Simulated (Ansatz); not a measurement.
Ideal-gas functions of `C=[C](I)[In]([OH])[Cl]` at 500 K and 1 bar, from an Ansatz frequency run at PBE0-D4/def2-TZVP.

Molar mass 320.22 g/mol, point group Cs (symmetry number 1), electronic degeneracy 1, moments of inertia 205.437, 1298.701, 1504.138 u Å². Harmonic wavenumbers (cm⁻¹, unscaled): 28, 42, 96, 97, 127, 254, 304, 328, 354, 380, 612, 667, 679, 833, 977, 1077, 1418, 1644, 3127, 3212, 3874.

Use S(trans) = R[1.5 ln M + 2.5 ln T − 1.1517]; rotational temperatures θ = 24.2544 K / I; S(rot) = R[ln(√π/σ · √(T³/θAθBθC)) + 1.5]; for each mode x = 1.438777 ν̃/T, S = R[x/(eˣ − 1) − ln(1 − e⁻ˣ)] and H = RT x/(eˣ − 1); 1 cm⁻¹ = 0.0119627 kJ/mol; R = 8.31446 J/(mol·K).

By hand: the entropy, in J/(mol·K).

Translation 191.6. Rotation: θ = 0.1181, 0.0187, 0.0161 K, giving 137.3. Vibration, mode by mode: 29.26, 25.89, 19.04, 18.95, 16.73, 11.10, 9.69, 9.10, 8.51, 7.97, 4.61, 4.06, 3.95, 2.79, 2.01, 1.60, 0.72, 0.42, 0.01, 0.01, 0.00, in all 176.4. Electronic 0.0. Sum 505.3 J/(mol·K).

By hand: H − E and G − E in kJ/mol, counted from the electronic energy.

Zero-point energy ½ × 20130 × 0.0119627 = 120.4; thermal vibration 38.2; translation, rotation and pV give 4 RT = 16.6. H − E = 175.2 kJ/mol, and G − E = 175.2 − 500 × 505.3/1000 = -77.4 kJ/mol.

Vibration gives 35 % of the entropy, 109.9 J/(mol·K) of it from the modes under 150 cm⁻¹: soft modes count most, and the harmonic formula is weakest for them. The sum counts one conformer and one mirror image; others add a mixing term.
